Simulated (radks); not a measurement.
Results of a calculation; reference values are marked as such.
Ionisation of Eu3+, [Xe] 4f6, to Eu4+, [Xe] 4f5, under several functionals. Scalar-relativistic Kohn-Sham, spin-unpolarised, spherical densities, point nucleus; a radial shooting solver on a logarithmic mesh with Libxc functionals.

PBE: E(Eu3+) (hartree) -10842.5325; Exc (hartree) -241.0178; IE (eV) 42.775; -e(HOMO) (eV) 33.098; <r> HOMO (bohr) 0.8772; IE error (eV) -0.165
PW91: E(Eu3+) (hartree) -10843.8042; Exc (hartree) -242.2981; IE (eV) 42.876; -e(HOMO) (eV) 33.195; <r> HOMO (bohr) 0.8770; IE error (eV) -0.064
LDA (Slater exchange, VWN5 correlation): E(Eu3+) (hartree) -10835.1497; Exc (hartree) -233.6136; IE (eV) 43.133; -e(HOMO) (eV) 33.442; <r> HOMO (bohr) 0.8761; IE error (eV) +0.193
exchange-only PBE: E(Eu3+) (hartree) -10839.0791; Exc (hartree) -237.5166; IE (eV) 41.340; -e(HOMO) (eV) 31.720; <r> HOMO (bohr) 0.8803; IE error (eV) -1.600
RPBE: E(Eu3+) (hartree) -10842.9466; Exc (hartree) -241.4367; IE (eV) 42.707; -e(HOMO) (eV) 33.032; <r> HOMO (bohr) 0.8775; IE error (eV) -0.233
Wu-Cohen GGA: E(Eu3+) (hartree) -10841.5925; Exc (hartree) -240.0753; IE (eV) 42.835; -e(HOMO) (eV) 33.152; <r> HOMO (bohr) 0.8768; IE error (eV) -0.105
LDA (Slater exchange, Perdew-Wang correlation): E(Eu3+) (hartree) -10835.1238; Exc (hartree) -233.5874; IE (eV) 43.125; -e(HOMO) (eV) 33.435; <r> HOMO (bohr) 0.8761; IE error (eV) +0.185
LDA (Slater exchange, Perdew-Zunger correlation): E(Eu3+) (hartree) -10835.1256; Exc (hartree) -233.5893; IE (eV) 43.121; -e(HOMO) (eV) 33.431; <r> HOMO (bohr) 0.8761; IE error (eV) +0.181

NIST Atomic Spectra Database: 42.9 eV (semi-empirical). Closest: PW91. The Delta-SCF values span 1.79 eV, the total energies 8.68 hartree. The highest occupied level is 4f. Spin polarisation and multiplet splitting are left out, so open shells lie too high by an amount that depends on their filling. Spin-orbit splitting is averaged out at the scalar-relativistic level.

Beside tabulated values, note that spin-unpolarised runs miss the spin-polarisation part of the exchange energy of open shells. No tabulated value is given for the 4+ ions of Nd, Pm and Eu to Yb, where it belongs to another shell than the one emptied here.
